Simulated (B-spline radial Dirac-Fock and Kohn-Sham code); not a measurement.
These are calculated numbers from a radial B-spline solver; the model is Dirac-Fock ΔSCF + Breit + QED. Free neutral atoms.

Task: Order these X-ray lines by photon energy, lowest first.
A. Cs Lℓ
B. Cs Lγ1
C. W Lα2
D. Ce Lγ4
E. Pr Lβ4
F. Xe Lβ1

Result: A (3792.3 eV), F (4418.4 eV), B (5282.4 eV), E (5501.0 eV), D (6538.1 eV), C (8334.4 eV).
